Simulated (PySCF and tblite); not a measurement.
Values are calculated unless marked as measured or tabulated.
System: C₆H₁₁OS (charge +1), numbered as in [CH2:1]=[CH:2][C+:3]([CH3:4])[CH2:5][S@:6]([CH3:7])=[O:8].

Motion: rotation about the C2–C3 bond (torsion C1–C2–C3–C4 from -19° to 186°, rising). GFN2-xTB gives an electronic barrier of 6.9 kcal/mol and a reaction energy of 0.5 kcal/mol.

The ion is treated without a counter-ion.

**Question.** What does BP86/pcSseg-1 + D3(BJ) give on GFN2-xTB geometries?

**Answer.** A barrier of 12.1 kcal/mol, 5.2 above the tight-binding barrier (from unrounded values), a reaction energy of 0.7 kcal/mol and, with GFN2-xTB thermal terms, ΔG‡(298 K) = 11.6 kcal/mol and k = 1.9×10⁴ s⁻¹ (1 equivalent path).

Programs: tblite and PySCF.
